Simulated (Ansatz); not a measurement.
Geometry optimisation, Ansatz 0.2.0, RKS B3LYP-D4/STO-3G.

The input (input.yaml):

```yaml
crystal:
  periodic: [false, false, false]
  atoms:
    - { symbol: B, position_ang: [-1.353, -0.6584, 0.7599] }
    - { symbol: C, position_ang: [-0.2927, -0.3589, -0.3571] }
    - { symbol: Si, position_ang: [1.3701, -0.6896, 0.3507] }
    - { symbol: C, position_ang: [-0.2872, 1.0429, -0.8224] }
    - { symbol: C, position_ang: [-0.4185, 2.1672, -1.2199] }
    - { symbol: H, position_ang: [-1.4071, 0.0302, 1.7485] }
    - { symbol: H, position_ang: [-2.205, -1.4327, 0.5746] }
    - { symbol: H, position_ang: [-0.4194, -1.02, -1.2224] }
    - { symbol: H, position_ang: [1.6464, 0.2247, 1.546] }
    - { symbol: H, position_ang: [2.4296, -0.4573, -0.6409] }
    - { symbol: H, position_ang: [1.4667, -2.0879, 0.8386] }
    - { symbol: H, position_ang: [-0.453, 3.1845, -1.5215] }
basis:
  gaussian: { orbitals: STO-3G }
hamiltonian:
  xc: b3lyp
  dispersion: d4
relax:
  f_tol: 0.015
  max_steps: 40
```

Command:

```bash
$ ansatz run input.yaml --threads 1 --pin off --max-ram 2048MiB --backend cpu --events-out ev --progress --plain --runs-dir out
```

Problem. Where does it end, and by what steps?

Solution. It converged. Limits of this set-up: minimal basis. After 10 steps the energy has fallen by 0.382 eV; H7 moved furthest, 0.68 Å.

```json
{"step": "0", "energy less start (eV)": "0.0000", "largest force component (eV/Å)": "2.792", "accepted": "yes"}
{"step": "1", "energy less start (eV)": "-0.0838", "largest force component (eV/Å)": "2.372", "accepted": "yes"}
{"step": "2", "energy less start (eV)": "-0.2872", "largest force component (eV/Å)": "0.577", "accepted": "yes"}
{"step": "3", "energy less start (eV)": "-0.3404", "largest force component (eV/Å)": "0.493", "accepted": "yes"}
{"step": "4", "energy less start (eV)": "-0.3730", "largest force component (eV/Å)": "0.488", "accepted": "yes"}
{"step": "5", "energy less start (eV)": "-0.3260", "largest force component (eV/Å)": "3.799", "accepted": "no"}
{"step": "6", "energy less start (eV)": "-0.3803", "largest force component (eV/Å)": "0.097", "accepted": "yes"}
{"step": "7", "energy less start (eV)": "-0.3817", "largest force component (eV/Å)": "0.071", "accepted": "yes"}
{"step": "8", "energy less start (eV)": "-0.3822", "largest force component (eV/Å)": "0.021", "accepted": "yes"}
{"step": "9", "energy less start (eV)": "-0.3821", "largest force component (eV/Å)": "0.058", "accepted": "no"}
{"step": "10", "energy less start (eV)": "-0.3823", "largest force component (eV/Å)": "0.009", "accepted": "yes"}
```

```xyz
12
Properties=species:S:1:pos:R:3
B -1.365 -0.648 0.757
C -0.367 -0.306 -0.381
Si 1.354 -0.717 0.379
C -0.352 1.109 -0.838
C -0.332 2.256 -1.202
H -1.709 0.169 1.525
H -1.710 -1.761 0.904
H -0.467 -0.985 -1.247
H 1.611 0.144 1.508
H 2.348 -0.502 -0.646
H 1.381 -2.097 0.802
H -0.316 3.283 -1.528
```

Whether the end is a true minimum wasn't checked by a vibrational analysis.

The run took 38 s on 1 thread of AMD EPYC (Zen 3), on a shared host, peak memory 0.13 GiB.
